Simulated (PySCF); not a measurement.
**Two-component Hartree-Fock for Sn¹⁴⁺ (tin, charge +14)**

Start: [Kr]. Calculated with PySCF 2.14 in an even-tempered Gaussian basis (18 s from 0.66 bohr⁻², ratio 2.8; 14 p from 0.86 bohr⁻², ratio 2.8; 9 d from 1.5 bohr⁻², ratio 2.8; 4 f from 6.5 bohr⁻², ratio 3): generalised Hartree-Fock with the X2C-1e Hamiltonian and a Gaussian nucleus; spin-orbit coupling (SO) screened by Boettger's factors.

```csv
spinor shell,electrons,"ε, screened SO (eV)",weight of nominal j (screened SO),"rms radius, screened SO (bohr)"
1s1/2,2,-29674.0,1.000,0.0333
2s1/2,2,-4852.7,1.000,0.136
2p1/2,2,-4544.1,1.000,0.118
2p3/2,4,-4311.0,1.000,0.123
3s1/2,2,-1230.6,1.000,0.360
3p1/2,2,-1104.1,1.000,0.353
3d3/2,4,-838.12,1.000,0.336
3d5/2,6,-829.04,1.000,0.339
4s1/2,2,-440.39,1.000,0.809
4p1/2,2,-389.98,1.000,0.832
4p3/2,4,-379.91,1.000,0.852
```

(1) Where does 3p3/2 lie, and what is the 3p spin-orbit splitting (screened SO)?

```csv
quantity,screened SO
E (hartree),-6106.76084
M_J,0
⟨J²⟩,0.000
⟨L²⟩,0.015
⟨S²⟩,0.015
```

Breit and QED terms are absent; they matter most for the inner s and p1/2 levels.

Densities and radii are taken from the X2C orbitals without a picture-change correction, which distorts them close to the nucleus.

Answers

(1) At -1059.5 eV, 44.603 eV above 3p1/2.
